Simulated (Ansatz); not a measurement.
```yaml
crystal:
  periodic: [false, false, false]
  atoms:
    - {symbol: O, position_ang: [-1.038074, 1.352534, 0.683288]}
    - {symbol: Hf, position_ang: [0.070277, 0.128507, -0.288849]}
    - {symbol: O, position_ang: [1.700976, -0.179405, 0.668995]}
    - {symbol: O, position_ang: [-0.857437, -1.527594, -0.549998]}
    - {symbol: Cl, position_ang: [0.585576, 1.069473, -2.411199]}
    - {symbol: H, position_ang: [-1.805292, 1.712711, 1.115527]}
    - {symbol: H, position_ang: [2.377911, -0.093748, 1.332004]}
    - {symbol: H, position_ang: [-1.033938, -2.462488, -0.549768]}
basis:
  gaussian: {orbitals: def2-SVPD}
total_charge: -1
magnetization: {spin_polarized: true, initial_magnetization: 1}
hamiltonian: {xc: {name: HF}}
correlation: {active_space: {window: {electrons: 3, orbitals: 2}}}
```

```sh
$ ansatz run in.yaml --threads 4 --pin off --events-out ev --progress --plain --max-ram 10444MiB
```

Q: How does Ansatz answer? (An estimate is asked.)

A: The calculation gave: The program refused the input.
```
Error: invalid value for `correlation.active_space`: it starts from restricted Hartree–Fock orbitals; set hamiltonian.xc: hf without magnetization.spin_polarized
```
